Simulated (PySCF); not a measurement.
# LiAs⁻: from constants to spectrum

ωB97X constants of LiAs⁻, ⁴Σ⁻ (quartet), unpaired electrons σ ↑, π ↑↑ (Li def2-SVPD, As def2-SVPD; no relativity (PySCF 2.14); masses 7.0160 and 74.9216 u):

```
ωe              : 360.4 cm⁻¹
ωexe            : 2.81 cm⁻¹
Be              : 0.40857 cm⁻¹
αe              : 0.00524 cm⁻¹
D (centrifugal) : 2.1e-06 cm⁻¹
```

(1) Give the vibrational terms G(v) and spacings up to v = 3.

Spin–orbit coupling is left out. The state is the lowest determinant that a PBE0 search found; another state may lie lower at other levels.

Results:

(1) G(v) = ωe(v+½) − ωexe(v+½)².

| v | G(v) (cm⁻¹) | G(v) − G(v−1) | Bv (cm⁻¹) |
| --- | --- | --- | --- |
| 0 | 179 |  | 0.4059 |
| 1 | 534 | 355 | 0.4007 |
| 2 | 883 | 349 | 0.3955 |
| 3 | 1227 | 344 | 0.3902 |
